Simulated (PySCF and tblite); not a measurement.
Values are calculated unless marked as measured or tabulated.
System: C₄H₉BFN, numbered as in [CH2:1]=[CH:2][B:3]([F:4])[N:5]([CH3:6])[CH3:7].

For the rotation about the B3–C2 bond (torsion F4–B3–C2–C1 from 0° to 134°, rising): electronic barrier 3.60 kcal/mol, zero-point change -0.21 kcal/mol, thermal and entropy terms at 298.15 K a further 0.49 kcal/mol (symmetry numbers apart). The minimum is Cs, the saddle C1. The path came from a restrained scan, a climbing-image band and a saddle search at GFN2-xTB; energies are PBE0/pcSseg-1 + D3(BJ), IEF-PCM chloroform//GFN2-xTB, thermal terms GFN2-xTB. Rates follow Eyring's equation with the number of equivalent paths and no tunnelling. Run with tblite and PySCF.

(1) How many equivalent paths lead out of the minimum?

(2) Work out the rate at 298.15 K.

Results:

(1) 2: the symmetry number of the minimum is 1, that of the saddle displaced along its mode 1, and the displaced saddle is chiral while the minimum is not, which doubles the count.

(2) ΔG‡ = 3.88 kcal/mol; k_B T/h = 6.2×10¹² s⁻¹; exp(−ΔG‡/RT) = 0.0014; times 2 gives k = 1.8×10¹⁰ s⁻¹. Wigner's tunnelling factor for the 66i cm⁻¹ mode would be 1.00.
